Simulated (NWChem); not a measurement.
SiCl$_{3}$F; SMILES F[Si](Cl)(Cl)Cl

Computed with NWChem. Geometry: optimised at PBE0/def2-SVP. Level: PBE0/def2-SVP with SMD (1 M gas to 1 M solution), gas-phase geometry. Reactions with the solvent are ignored.

### Question
Estimate the computed values for solvent water. Quantities: solvation free energy (kcal/mol); cavity-dispersion-structure term (kcal/mol); dipole in solution (D).

### Answer
- solvation free energy (kcal/mol) = 1.2
- cavity-dispersion-structure term (kcal/mol) = 1.9
- dipole in solution (D) = 0.66
